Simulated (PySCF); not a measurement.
B(H)2(PH2) (BH4P), SMILES BP.

Geometry: B3LYP-D3(BJ)/def2-TZVP.

The numbers are results of ωB97X/def2-TZVPD run with PySCF, not measurements.

Symmetry labels are those of the subgroup Cs that the program uses (full group Cs).

Computed valence orbital energies around the gap with their symmetry:
```
orbital  symmetry  energy (eV)
-------  --------  -----------
HOMO−7         A'      -130.53
HOMO−6         A'      -130.46
HOMO−5         A'       -21.28
HOMO−4         A'       -16.66
HOMO−3         A"       -14.17
HOMO−2         A"       -12.27
HOMO−1         A'       -12.26
HOMO           A'        -9.80
LUMO           A'         0.37
LUMO+1         A'         1.53
LUMO+2         A'         2.43
LUMO+3         A"         2.75
```
